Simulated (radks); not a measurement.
Species: Pb. Configuration: [Hg] 6p2.

All-electron calculation, Dirac Kohn-Sham, PBE, spin-unpolarised, spherical densities, finite nucleus; open shells fill j = l - 1/2 first; Fermi nuclear charge, rms radius 5.5012 fm. Program: a radial shooting solver on a logarithmic mesh with Libxc functionals.

Energy parts (hartree):
part                       energy
total                 -20922.7091
kinetic                24328.9363
electron-nucleus      -52937.5699
Hartree                 8076.1036
exchange-correlation    -390.1792

Orbitals (lengths in bohr, moments of r in powers of bohr):
| orbital | occ. | eigenvalue (hartree) | <1/r> | <r^2> | small-component weight |
|---|---|---|---|---|---|
| 1s1/2 | 2 | -3230.860 | 101.2 | 0.0003576 | 9.78e-02 |
| 2s1/2 | 2 | -577.3833 | 25.04 | 0.005367 | 2.26e-02 |
| 2p1/2 | 2 | -554.7259 | 25.01 | 0.003775 | 2.27e-02 |
| 2p3/2 | 4 | -474.2721 | 19.97 | 0.004956 | 1.99e-02 |
| 3s1/2 | 2 | -138.5552 | 9.185 | 0.03477 | 7.59e-03 |
| 3p1/2 | 2 | -128.2719 | 9.099 | 0.03159 | 7.54e-03 |
| 3p3/2 | 4 | -110.3218 | 7.780 | 0.03792 | 6.75e-03 |
| 3d3/2 | 4 | -93.32559 | 7.680 | 0.02892 | 6.63e-03 |
| 3d5/2 | 6 | -89.50522 | 7.387 | 0.03064 | 6.42e-03 |
| 4s1/2 | 2 | -31.33385 | 3.901 | 0.1668 | 2.61e-03 |
| 4p1/2 | 2 | -26.87193 | 3.792 | 0.1691 | 2.52e-03 |
| 4p3/2 | 4 | -22.47829 | 3.336 | 0.2003 | 2.21e-03 |
| 4d3/2 | 4 | -15.18770 | 3.139 | 0.2083 | 2.01e-03 |
| 4d5/2 | 6 | -14.36754 | 3.036 | 0.2191 | 1.93e-03 |
| 4f5/2 | 6 | -4.93104 | 2.696 | 0.2435 | 1.57e-03 |
| 4f7/2 | 8 | -4.74616 | 2.656 | 0.2503 | 1.54e-03 |
| 5s1/2 | 2 | -5.23735 | 1.619 | 0.8186 | 7.02e-04 |
| 5p1/2 | 2 | -3.71395 | 1.496 | 0.9402 | 6.15e-04 |
| 5p3/2 | 4 | -2.89319 | 1.328 | 1.140 | 5.18e-04 |
| 5d3/2 | 4 | -0.79497 | 1.031 | 1.912 | 3.24e-04 |
| 5d5/2 | 6 | -0.70036 | 0.9894 | 2.071 | 3.02e-04 |
| 6s1/2 | 2 | -0.41247 | 0.5508 | 6.214 | 9.71e-05 |
| 6p1/2 | 2 | -0.14675 | 0.4150 | 11.22 | 5.28e-05 |
| 6p3/2 | 0 | -0.09642 | 0.3490 | 15.76 | 3.66e-05 |

The highest occupied level is 6p1/2 at -3.993 eV. The electron density at the nucleus is 2.736e+06 e/bohr^3. For comparison, the ionisation energy in NIST's Atomic Spectra Database is 7.417 eV (measured). In exact Kohn-Sham theory the highest level is minus the ionisation energy, but local and semilocal functionals leave it too shallow, through self-interaction and a potential that decays too fast; potentials with the right tail come closer. Summed over all electrons, <r^2> = 70.73 bohr^2, which gives a Langevin (diamagnetic) susceptibility term of -56 x 10^-6 cm^3/mol. The density falls to 0.001 e/bohr^3 at r = 4.62 bohr.

Beside tabulated values, note that spin-unpolarised runs miss the spin-polarisation part of the exchange energy of open shells.
